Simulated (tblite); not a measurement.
Record of a relaxation.

Species: C₄H₁₃BFN.
SMILES with atom numbers: `[CH3:1][CH2:2][N+:3]([CH3:4])([CH3:5])[BH2-:6][F:7]` (hydrogens: H8, H9, H10 on C1; H11, H12 on C2; H13, H14, H15 on C4; H16, H17, H18 on C5; H19, H20 on B6)

Computed with GFN2-xTB (tblite), gas phase: L-BFGS steps from a force-field or distance-geometry start until the largest atomic force falls under 0.01 eV/Å. 7 of its 37 geometries are shown.

Step 0: E = -656.7929 eV, largest atomic force 1.941 eV/Å
```
atom  x, y, z in Å  |  force x, y, z in eV/Å
C1      2.135    0.040    0.257   -0.187   0.313   0.128
C2      0.907   -0.579   -0.459    0.899  -0.343   0.477
N3     -0.407   -0.025   -0.050    0.267   0.834   0.101
C4     -0.668   -0.209    1.387    0.085  -0.219   0.917
C5     -0.509    1.421   -0.372    0.291   0.564  -0.127
B6     -1.537   -0.788   -0.851   -1.151  -0.868  -1.299
F7     -1.364   -0.604   -2.289    0.252   0.101   1.304
H8      2.216    1.132    0.049   -0.033  -0.828   0.240
H9      2.100   -0.134    1.354    0.010   0.203  -0.731
H10     3.047   -0.441   -0.119   -0.336   0.155   0.075
H11     1.071   -0.461   -1.547   -0.518   0.040   0.466
H12     0.940   -1.683   -0.245   -0.382   0.930  -0.179
H13    -1.710    0.083    1.682    0.830  -0.326  -0.652
H14    -0.517   -1.281    1.688   -0.194   0.958  -0.442
H15     0.006    0.419    2.017   -0.281  -0.373  -0.518
H16     0.154    2.032    0.283   -0.259  -0.445  -0.383
H17    -1.540    1.813   -0.215    0.627  -0.624  -0.162
H18    -0.227    1.612   -1.438   -0.315  -0.356   0.881
H19    -2.616   -0.385   -0.538    0.054   0.390  -0.025
H20    -1.487   -1.954   -0.597    0.341  -0.105  -0.072
```

Step 6: E = -657.1602 eV, largest atomic force 0.164 eV/Å
```
atom  x, y, z in Å  |  force x, y, z in eV/Å
C1      2.132    0.044    0.259   -0.023   0.035   0.012
C2      0.913   -0.559   -0.432    0.048  -0.040  -0.007
N3     -0.395   -0.007   -0.038    0.025   0.063   0.074
C4     -0.645   -0.198    1.388   -0.038  -0.034   0.083
C5     -0.487    1.417   -0.359   -0.033   0.041  -0.040
B6     -1.604   -0.841   -0.885    0.135   0.089   0.026
F7     -1.322   -0.583   -2.219    0.029  -0.003   0.088
H8      2.216    1.110    0.062    0.027  -0.008   0.010
H9      2.100   -0.118    1.335    0.030   0.012  -0.025
H10     3.032   -0.437   -0.122   -0.093   0.011   0.000
H11     1.009   -0.439   -1.511   -0.074   0.070  -0.062
H12     0.888   -1.631   -0.236   -0.062  -0.056   0.054
H13    -1.675    0.069    1.611   -0.012   0.061  -0.037
H14    -0.520   -1.246    1.647    0.055  -0.029  -0.023
H15     0.019    0.414    2.004   -0.011  -0.021  -0.047
H16     0.169    2.023    0.273   -0.024  -0.087  -0.056
H17    -1.514    1.749   -0.218   -0.011  -0.030   0.059
H18    -0.237    1.575   -1.406    0.032  -0.064  -0.012
H19    -2.634   -0.337   -0.545    0.059  -0.080  -0.051
H20    -1.451   -1.994   -0.610   -0.058   0.068  -0.045
```

Step 12: E = -657.1688 eV, largest atomic force 0.065 eV/Å
```
atom  x, y, z in Å  |  force x, y, z in eV/Å
C1      2.127    0.046    0.258    0.019   0.010   0.008
C2      0.910   -0.559   -0.430   -0.005  -0.015  -0.002
N3     -0.394   -0.007   -0.031   -0.053   0.004   0.004
C4     -0.646   -0.199    1.391   -0.012  -0.006   0.054
C5     -0.490    1.413   -0.361   -0.003   0.033  -0.006
B6     -1.588   -0.832   -0.878    0.019   0.010  -0.031
F7     -1.302   -0.574   -2.210    0.054   0.027  -0.025
H8      2.220    1.111    0.063   -0.008   0.017  -0.019
H9      2.105   -0.114    1.333   -0.004  -0.006   0.017
H10     3.020   -0.439   -0.127    0.013  -0.022  -0.030
H11     0.990   -0.428   -1.510    0.001  -0.004  -0.021
H12     0.875   -1.631   -0.229    0.010  -0.018  -0.002
H13    -1.676    0.077    1.605   -0.002  -0.009   0.024
H14    -0.513   -1.249    1.643   -0.019  -0.004   0.017
H15     0.020    0.412    2.003    0.007   0.008   0.017
H16     0.171    2.015    0.265    0.015   0.006  -0.008
H17    -1.516    1.742   -0.209    0.003   0.005  -0.001
H18    -0.237    1.558   -1.409   -0.036  -0.020  -0.009
H19    -2.625   -0.345   -0.552   -0.025   0.029   0.002
H20    -1.455   -1.986   -0.616    0.025  -0.045   0.009
```

Step 18: E = -657.1720 eV, largest atomic force 0.047 eV/Å
```
atom  x, y, z in Å  |  force x, y, z in eV/Å
C1      2.127    0.046    0.254   -0.003  -0.011  -0.012
C2      0.905   -0.559   -0.426   -0.014   0.004   0.012
N3     -0.398   -0.006   -0.021   -0.018  -0.027  -0.019
C4     -0.650   -0.199    1.403    0.007   0.005  -0.023
C5     -0.495    1.413   -0.361    0.001  -0.024   0.011
B6     -1.578   -0.829   -0.885    0.012   0.007   0.029
F7     -1.264   -0.558   -2.210   -0.024  -0.022   0.007
H8      2.219    1.111    0.055    0.002  -0.012  -0.007
H9      2.108   -0.113    1.330    0.012   0.002  -0.013
H10     3.013   -0.444   -0.140    0.019   0.007   0.006
H11     0.979   -0.428   -1.508    0.001  -0.007   0.034
H12     0.874   -1.633   -0.228   -0.002   0.020   0.008
H13    -1.680    0.078    1.621    0.016   0.002   0.001
H14    -0.520   -1.250    1.653   -0.005   0.016   0.011
H15     0.020    0.411    2.012   -0.010  -0.009   0.019
H16     0.179    2.014    0.252    0.001   0.024  -0.019
H17    -1.518    1.746   -0.202    0.012   0.002   0.025
H18    -0.257    1.540   -1.415   -0.015   0.011   0.013
H19    -2.620   -0.342   -0.565    0.003  -0.002  -0.047
H20    -1.447   -1.986   -0.622    0.005   0.014  -0.035
```

Step 24: E = -657.1735 eV, largest atomic force 0.048 eV/Å
```
atom  x, y, z in Å  |  force x, y, z in eV/Å
C1      2.128    0.045    0.251   -0.003   0.000   0.000
C2      0.902   -0.560   -0.421    0.021  -0.003  -0.005
N3     -0.401   -0.007   -0.016    0.043   0.003   0.006
C4     -0.652   -0.199    1.408   -0.003   0.004  -0.008
C5     -0.497    1.411   -0.358   -0.002  -0.002   0.006
B6     -1.573   -0.827   -0.888   -0.032  -0.025  -0.026
F7     -1.254   -0.557   -2.212    0.004   0.000  -0.001
H8      2.219    1.109    0.048    0.007  -0.004   0.003
H9      2.115   -0.112    1.327    0.012   0.009   0.000
H10     3.015   -0.445   -0.145   -0.017   0.006   0.004
H11     0.975   -0.431   -1.502    0.000  -0.008  -0.006
H12     0.872   -1.633   -0.222   -0.006  -0.002   0.016
H13    -1.679    0.081    1.627   -0.025   0.010  -0.004
H14    -0.525   -1.249    1.662    0.001  -0.011  -0.008
H15     0.018    0.408    2.020    0.011   0.008  -0.007
H16     0.184    2.018    0.239    0.018  -0.004   0.012
H17    -1.517    1.748   -0.186   -0.018   0.005   0.022
H18    -0.274    1.536   -1.415   -0.015   0.005  -0.012
H19    -2.620   -0.341   -0.585    0.013  -0.012   0.002
H20    -1.441   -1.985   -0.634   -0.010   0.020   0.005
```

Step 30: E = -657.1744 eV, largest atomic force 0.039 eV/Å
```
atom  x, y, z in Å  |  force x, y, z in eV/Å
C1      2.131    0.045    0.250    0.010   0.009   0.004
C2      0.903   -0.562   -0.418   -0.007   0.005   0.011
N3     -0.399   -0.007   -0.016   -0.018   0.016   0.002
C4     -0.654   -0.197    1.409   -0.004  -0.009   0.002
C5     -0.499    1.412   -0.353   -0.005   0.013  -0.009
B6     -1.574   -0.828   -0.897    0.028   0.022   0.015
F7     -1.246   -0.558   -2.218    0.004   0.000  -0.006
H8      2.223    1.108    0.044   -0.003   0.011  -0.008
H9      2.126   -0.106    1.327   -0.013  -0.002   0.004
H10     3.015   -0.446   -0.148    0.008  -0.009  -0.007
H11     0.974   -0.439   -1.500    0.007  -0.011   0.004
H12     0.869   -1.633   -0.209    0.010  -0.002  -0.003
H13    -1.682    0.086    1.626    0.017  -0.002  -0.009
H14    -0.530   -1.248    1.662   -0.006   0.001  -0.002
H15     0.019    0.409    2.021   -0.015  -0.009  -0.020
H16     0.194    2.018    0.234   -0.007  -0.024  -0.012
H17    -1.516    1.749   -0.162    0.014   0.000   0.012
H18    -0.296    1.537   -1.415   -0.004   0.007   0.005
H19    -2.620   -0.343   -0.598   -0.019   0.017   0.009
H20    -1.443   -1.984   -0.639    0.003  -0.032   0.006
```

Step 36: E = -657.1749 eV, largest atomic force 0.009 eV/Å
```
atom  x, y, z in Å  |  force x, y, z in eV/Å
C1      2.133    0.047    0.249   -0.005   0.000  -0.002
C2      0.904   -0.562   -0.415   -0.005  -0.003  -0.006
N3     -0.401   -0.007   -0.017   -0.006  -0.005  -0.001
C4     -0.656   -0.198    1.407   -0.001  -0.001   0.002
C5     -0.501    1.412   -0.352    0.005  -0.003   0.002
B6     -1.571   -0.828   -0.898   -0.001  -0.001  -0.002
F7     -1.239   -0.559   -2.219   -0.003  -0.003  -0.001
H8      2.225    1.110    0.040    0.000  -0.001  -0.003
H9      2.128   -0.103    1.326   -0.004   0.006   0.000
H10     3.014   -0.447   -0.151    0.002   0.004   0.007
H11     0.976   -0.447   -1.497   -0.001   0.006  -0.007
H12     0.871   -1.632   -0.201    0.002  -0.001   0.003
H13    -1.684    0.087    1.624   -0.003  -0.004  -0.004
H14    -0.535   -1.249    1.661   -0.002   0.000  -0.003
H15     0.017    0.407    2.016    0.000  -0.005   0.008
H16     0.202    2.012    0.228    0.007   0.004  -0.005
H17    -1.514    1.752   -0.144    0.007   0.000   0.000
H18    -0.311    1.541   -1.415   -0.003  -0.003   0.002
H19    -2.619   -0.341   -0.603    0.008   0.003   0.003
H20    -1.444   -1.985   -0.641    0.001   0.005   0.005
```

Problem. Summarise the path.

Solution. The energy falls by 36.86 kJ/mol from step 0 to step 36; nine tenths of that is first reached at step 4. It falls at every step. The largest force goes from 1.941 to 0.009 eV/Å. Among the bonds N3–B6 changes most, from 1.581 to 1.680 Å; the atoms move by 0.072 Å rms after alignment.

Problem. Follow the three bonds and two angles with the largest change from start to end.

Solution. 
```csv
step,E above end (kJ/mol),largest force (eV/Å),N3–B6 (Å),B6–F7 (Å),C4–H14 (Å),H19–B6–H20 (°),N3–B6–F7 (°)
0,36.86,1.941,1.581,1.461,1.124,108.1,110.7
2,8.74,0.591,1.669,1.383,1.085,111.6,107.8
3,6.14,0.362,1.686,1.378,1.085,113.0,106.7
5,2.26,0.261,1.705,1.383,1.087,116.4,104.4
6,1.42,0.164,1.696,1.387,1.087,116.8,104.1
8,0.90,0.102,1.686,1.386,1.088,116.4,104.4
9,0.78,0.082,1.685,1.385,1.088,116.1,104.4
11,0.65,0.084,1.683,1.385,1.088,115.8,104.3
13,0.53,0.067,1.677,1.387,1.087,115.4,104.2
14,0.47,0.065,1.675,1.388,1.087,115.2,104.1
16,0.36,0.064,1.675,1.389,1.087,115.2,103.9
17,0.32,0.061,1.677,1.388,1.088,115.3,103.8
19,0.24,0.052,1.679,1.388,1.088,115.8,103.6
20,0.21,0.042,1.678,1.388,1.088,116.0,103.6
22,0.18,0.036,1.674,1.388,1.088,116.1,103.8
23,0.16,0.044,1.674,1.389,1.088,116.0,103.8
25,0.12,0.039,1.677,1.389,1.088,115.9,104.0
27,0.09,0.026,1.682,1.388,1.088,115.9,103.9
28,0.08,0.028,1.683,1.388,1.088,115.9,103.9
30,0.05,0.039,1.683,1.388,1.088,115.9,103.8
31,0.03,0.026,1.681,1.388,1.088,115.9,103.8
33,0.01,0.015,1.679,1.389,1.087,115.8,103.8
34,0.01,0.015,1.679,1.389,1.087,115.8,103.8
36,0.00,0.009,1.680,1.388,1.088,115.9,103.8
```

The cost below is that of the whole relaxation. On one thread, Arm Neoverse V1 (aarch64), no GPU, shared host with 32 logical CPUs at a one-minute load of 30, this took 0.22 s.
